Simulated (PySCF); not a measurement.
# H⁻ (hydrogen, charge -1) across methods

1s2, closed-shell 1S. Computed with PySCF 2.14 in aug-cc-pVQZ (5s4p3d2f, 46 functions), with no relativity, point nucleus.

| method | E (hartree) | mean ε 1s (eV) | Σ⟨r²⟩ (bohr²) | ⟨S²⟩ |
| --- | --- | --- | --- | --- |
| LDA | -0.5127 | 1.606 | 21.96 | 0.000 |
| PBE0 | -0.5239 | 0.898 | 19.87 | 0.000 |
| r2SCAN | -0.5264 | 1.562 | 20.32 | 0.000 |
| MN15 | -0.5310 | 0.016 | 22.92 | 0.000 |
| UHF | -0.48781 | -1.248 | 18.43 | 0.000 |
| M06-L | -0.5254 | 1.325 | 21.60 | 0.000 |
| PBE | -0.5259 | 1.709 | 21.17 | 0.000 |
| wB97X-V | -0.5266 | -1.189 | 18.86 | 0.000 |
| HSE06 | -0.5241 | 1.286 | 19.74 | 0.000 |

The highest occupied level is positive at LDA, PBE0, r2SCAN, MN15, M06-L, PBE, HSE06: only the finite basis holds that electron, which in a density functional comes from self-interaction.
